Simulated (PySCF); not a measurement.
1-chlorobuta-1,2-diene (C₄H₅Cl), SMILES CC=C=CCl. The structure is a stationary point at B3LYP-D3(BJ)/def2-SVP.

**Question.** Give the equilibrium geometry at B3LYP-D3(BJ)/def2-SVP (PySCF confirms it by a frequency run) as Cartesian coordinates in Å. (The exact figures need the calculation; the answer reports its results.)

**Answer.** 
```xyz
10

C     -2.7642     0.4968     0.1331
C     -1.7145    -0.5454    -0.1459
C     -0.4584    -0.3007    -0.4350
C      0.7902    -0.0485    -0.7283
Cl     2.0530     0.0950     0.4870
H     -2.3522     1.5135     0.0689
H     -3.5985     0.4086    -0.5834
H     -3.1905     0.3535     1.1404
H     -2.0368    -1.5959    -0.1004
H      1.1586     0.0914    -1.7482
```
